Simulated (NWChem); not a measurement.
Molecule: GaH2OCl; SMILES [OH][GaH][Cl]

```xyz
5

Ga    -0.2952     0.4372     0.0000
H     -1.7747     0.9311     0.0000
Cl     0.1758    -1.6696     0.0000
O      1.1663     1.4758     0.0000
H      0.9266     2.4164     0.0000
```
Atoms are numbered in this order, from 1.

Computed with NWChem. Coordinates come from a B3LYP/6-31G* (spherical d) optimisation. GIAO values for the isolated, static molecule; σ is the absolute isotropic shielding, δ = σ(reference) − σ with the isolated reference molecule computed at the same levels (1H: tetramethylsilane, 17O: water).

Estimate the computed values for KT2/pcSseg-1. Quantities: σ Ga1 (ppm); δ H2 (ppm); σ Cl3 (ppm); δ O4 (ppm); δ H5 (ppm).


| Quantity | Result |
|---|---|
| σ Ga1 (ppm) | 1360.0 |
| δ H2 (ppm) | 6.46 |
| σ Cl3 (ppm) | 848.1 |
| δ O4 (ppm) | 136.7 |
| δ H5 (ppm) | 3.99 |
